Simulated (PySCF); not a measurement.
Geometry:
| atom | x (Å) | y (Å) | z (Å) |
| --- | --- | --- | --- |
| Si1 | 9.240 | 10.780 | 2.118 |
| C2 | 7.289 | 10.760 | 2.321 |
| C3 | 6.307 | 10.763 | 1.179 |
| C4 | 6.509 | 9.514 | 1.991 |
| H5 | 9.199 | 10.047 | 0.741 |
| H6 | 9.328 | 12.192 | 1.458 |
| H7 | 6.919 | 11.276 | 3.219 |
| H8 | 5.346 | 11.286 | 1.287 |
| H9 | 6.724 | 10.796 | 0.167 |
| H10 | 7.058 | 8.682 | 1.534 |
| H11 | 5.688 | 9.192 | 2.646 |

Total charge -1.

Geometry: PBE0-D3(BJ)/def2-SVP; GIAO absolute shieldings from PySCF, gas phase, non-relativistic, averaged over equivalent atoms.

At PBE0/pcSseg-1 (110 basis functions, 6.5 s wall time on 1 thread of an Arm Neoverse V2, shared host):
| atoms | σ (ppm) |
| --- | --- |
| Si1 | 422.6 |
| C3/C4 | 173.8 |
| C2 | 182.4 |
| H5/H6 | 28.52 |
| H8/H11 | 31.10 |
| H9/H10 | 31.64 |
| H7 | 32.33 |

Task: What do these become at KT2/pcSseg-2?

Result: 
```csv
atoms,σ at KT2/pcSseg-2,change
Si1,426.0,+3.4
C3/C4,171.5,-2.3
C2,179.5,-2.9
H5/H6,28.18,-0.34
H8/H11,30.66,-0.44
H9/H10,31.71,+0.07
H7,32.16,-0.17
```

The largest change is at Si1 (silicon bonded to C, 2 H). Cost: 249 basis functions, 30 s wall time on 1 thread of an Arm Neoverse V2, shared host.
